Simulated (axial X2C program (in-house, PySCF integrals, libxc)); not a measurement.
# Spin–orbit effects down a group: molecules with Na (ions), HF

All values come from calculations with an axial X2C code built on PySCF integrals, spin-free (one-electron X2C) or two-component (2c: spin–orbit coupling with atomic mean-field Coulomb and Gaunt terms, which also bring small scalar terms), in Dyall basis sets with cores contracted in-house; open shells are unrestricted.

Basis sets: Al dyall-av3z, B dyall-av3z, Ga dyall-acv3z, Na dyall-av3z.

```csv
molecule,spin-free state,Re (Å),ωe (cm⁻¹),De (eV),2c state,Re 2c (Å),ωe 2c (cm⁻¹),De 2c (eV)
NaB⁻,"M_S = 3/2, Λ = 0",2.550,265.9,n/a,Ω = 3/2,2.550,265.9,n/a
NaAl⁻,"M_S = 1/2, Λ = 1",3.517,92.3,n/a,Ω = 1/2,3.519,92.0,n/a
NaGa⁻,"M_S = 1/2, Λ = 1",3.272,113.1,n/a,Ω = 1/2,3.272,112.9,n/a
```

Fragments in 2c: Na- + B, Al- + Na, Ga + Na-. Each entry is the lowest single determinant of a limited PBE0 search at one distance. De goes to single-determinant-based atoms at the same level (for ions the charge split of lowest energy) and is withheld (n/a) where an atom does not fit its ground term or J level. Main or longest-lived isotopes. One determinant is a doubtful description, or other states lie close, for NaB⁻, NaAl⁻, NaGa⁻; these need not be ground states, and all values refer to the states named. With several unpaired electrons the Ω given is that of one determinant, not necessarily of the lowest component.
